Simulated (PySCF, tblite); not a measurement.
Isomers of [C6H10O2]+ (charge +1 and doublet state), one GFN2-xTB conformer each. Single-point energies are computed at B3LYP/pcH-1 (PySCF, gas phase, no added dispersion term), electronic only. GFN2-xTB treats the open shell by occupation alone, and not every SCF solution was tested for stability.

Task: Rank them by B3LYP/pcH-1 energy, lowest first (kJ/mol).
A. `[CH3:1][O:2][CH2:3][C+:4]([CH3:5])[CH:6][CH:7]=[O:8]` (charge +1 and doublet state) with C1–O2–C3–C4 93°, O2–C3–C4–C5 -161°, C3–C4–C6–C7 0°, C4–C6–C7–O8 176°
B. `[CH3:1][CH2:2][C+:3]([CH3:4])[CH:5][O:6][CH:7]=[O:8]` (charge +1 and doublet state) with C1–C2–C3–C4 2°, C2–C3–C5–O6 0°, C3–C5–O6–C7 180°, C5–O6–C7–O8 0°
C. `[CH3:1][O:2][C:3](=[O+:4])[CH:5]1[CH2:6][CH2:7][CH2:8]1` (charge +1 and doublet state) with C1–O2–C3–O4 2°, O2–C3–C5–C6 -130°, C3–C5–C6–C7 -89°, C5–C6–C7–C8 -19°, C6–C7–C8–C5 19°, C3–C5–C8–C7 89°
D. `[CH3:1][C@@H:2]1[CH2:3][CH2:4][C:5](=[O+:6])[O:7][CH2:8]1` (charge +1 and doublet state) with C1–C2–C3–C4 178°, C2–C3–C4–C5 48°, C3–C4–C5–O6 165°, C4–C5–O7–C8 9°
E. `[CH2+:1][CH:2][CH2:3][CH2:4][CH2:5][C:6](=[O:7])[OH:8]` (charge +1 and doublet state) with H–C1–C2–C3 175° and -5°, C1–C2–C3–C4 -24°, C2–C3–C4–C5 161°, C3–C4–C5–C6 -54°, C4–C5–C6–O7 30°
F. `[CH2+:1][C:2]([CH3:3])[C:4](=[O:5])[O:6][CH2:7][CH3:8]` (charge +1 and doublet state) with H–C1–C2–C3 14° and -170°, C1–C2–C4–O5 156°, C2–C4–O6–C7 -173°, C4–O6–C7–C8 -157°

Result: B (0.0), E (6.5), D (63.6), F (84.1), A (114.5), C (146.3).

As drawn, the highest has a four-membered ring, which the lowest lacks. Neighbours under 21 kJ/mol apart (CC[C+](C)[CH]OC=O and [CH2+][CH]CCCC(=O)O; C[C@@H]1CCC(=[O+])OC1 and [CH2+][C](C)C(=O)OCC) can change places with a better method, another conformer or zero-point energy. GFN2-xTB itself gives, in the same order: 46.3, 41.3, 0.0, 90.8, 131.7, 45.3. GFN2-xTB puts C[C@@H]1CCC(=[O+])OC1 lowest instead; measured from each level's own lowest isomer, the values differ by up to 101.0 kJ/mol (COC(=[O+])C1CCC1: 45.3 against 146.3).

Task: What happens when harmonic zero-point energies from GFN2-xTB frequencies are added?

Result: 
```tsv
SMILES	ZPE (kJ/mol)	electronic (kJ/mol)	with ZPE (kJ/mol)
CC[C+](C)[CH]OC=O	378.0	0.0	0.0
[CH2+][CH]CCCC(=O)O	380.1	6.5	8.6
C[C@@H]1CCC(=[O+])OC1	389.3	63.6	74.9
[CH2+][C](C)C(=O)OCC	374.3	84.1	80.3
COC[C+](C)[CH]C=O	377.6	114.5	114.1
COC(=[O+])C1CCC1	381.9	146.3	150.1
```

The zero-point energies span 15.0 kJ/mol. The order is unchanged.
